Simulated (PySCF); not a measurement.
ClH5OSi2, SMILES [Si@@H]([SiH3])(O)Cl. Heavy atoms are numbered as in [OH:1][Si@@H:2]([SiH3:3])[Cl:4]. Hydrogens are named by the atom that carries them.

Geometry optimised at B3LYP-D3(BJ)/def2-SVP. The structure was generated by enumeration; whether it is a known compound was not checked. One conformer was computed; it need not be the lowest.

All values below come from B3LYP/pcSseg-1 (PySCF).

GIAO shieldings, no solvent; atoms alike by connectivity are averaged. δ = σ(ref) − σ: ¹⁷O against H2O (σ = 333.8 ppm); ²⁹Si against TMS (σ = 338.7 ppm); ³⁵Cl against HCl (σ = 933.3 ppm); ¹H against TMS (σ = 31.68 ppm), references at their B3LYP-D3(BJ)/def2-TZVP geometries, non-relativistic (without spin–orbit terms, shifts of atoms bonded to Cl or Br come out too high).

Computed chemical shifts:
```
nucleus       atoms  count  δ (ppm)
-------  ----------  -----  -------
¹⁷O         O1 (OH)      1     67.1
²⁹Si      Si2 (SiH)      1     14.0
²⁹Si     Si3 (SiH3)      1   -102.5
³⁵Cl            Cl4      1     77.0
¹H         H on Si2      1     6.16
¹H         H on Si3      3     3.70
¹H          H on O1      1     2.43
```
